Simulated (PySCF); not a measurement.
SMILES CCCNN[SiH3], C₃H₁₂N₂Si

Geometry:
| atom | x (Å) | y (Å) | z (Å) |
| --- | --- | --- | --- |
| C1 | -2.555 | 0.506 | 0.259 |
| C2 | -1.775 | -0.300 | -0.772 |
| C3 | -0.341 | -0.556 | -0.321 |
| N4 | 0.371 | 0.706 | -0.173 |
| N5 | 1.712 | 0.565 | 0.257 |
| Si6 | 2.963 | -0.231 | -0.625 |
| H7 | -3.555 | 0.728 | -0.105 |
| H8 | -2.641 | -0.051 | 1.189 |
| H9 | -2.037 | 1.439 | 0.464 |
| H10 | -1.758 | 0.241 | -1.721 |
| H11 | -2.267 | -1.260 | -0.944 |
| H12 | -0.339 | -1.042 | 0.661 |
| H13 | 0.163 | -1.231 | -1.033 |
| H14 | 0.396 | 1.181 | -1.073 |
| H15 | 1.731 | 0.535 | 1.267 |
| H16 | 4.166 | 0.123 | 0.118 |
| H17 | 2.869 | -1.695 | -0.756 |
| H18 | 2.889 | 0.347 | -1.969 |

Theory: PySCF 2.14.0, GIAO B97-D/def2-SVP magnetisability, rotational g tensor and spin-rotation constants, non-relativistic, gas phase. Geometry: GFN2-xTB.

Give the nuclear spin-rotation constants along the inertial axes (H = +C I·J) beside the isotropic shieldings.

Rotational constants 8.9013, 1.0917, 1.0298 GHz. A star marks the isotopologue with that one atom substituted, in its own axes.
```
atom  isotope  Caa (kHz)  Cbb (kHz)  Ccc (kHz)  mean (kHz)  σ (ppm)
  N4      14N      0.543      0.087      0.056       0.229    177.7
  N5      14N      0.393      0.071      0.057       0.174    201.2
  H7       1H      0.051     -0.125     -0.097      -0.057     31.1
  H8       1H     -0.983     -0.126      0.020      -0.363     31.3
  H9       1H     -0.775     -0.011     -0.089      -0.292     30.1
 H10       1H     -0.970     -0.130      0.030      -0.356     30.7
 H11       1H     -0.746     -0.023     -0.090      -0.286     30.4
 H12       1H     -0.916     -0.128      0.042      -0.334     29.7
 H13       1H     -0.445      0.005     -0.112      -0.184     28.4
 H14       1H     -1.162     -0.134      0.038      -0.419     30.6
 H15       1H     -1.183     -0.062     -0.022      -0.422     30.2
 H16       1H     -0.066     -0.052     -0.086      -0.068     27.6
 H17       1H     -0.740      0.008     -0.042      -0.258     26.6
 H18       1H     -0.748     -0.098      0.039      -0.269     27.5
  C1     13C*      1.173      0.140      0.126       0.479    177.0
  C2     13C*      1.274      0.159      0.150       0.527    165.7
  C3     13C*      1.714      0.214      0.201       0.710    133.2
 Si6    29Si*     -4.106     -0.558     -0.507      -1.724    467.0
```
For the geometry as given, no vibrational averaging.
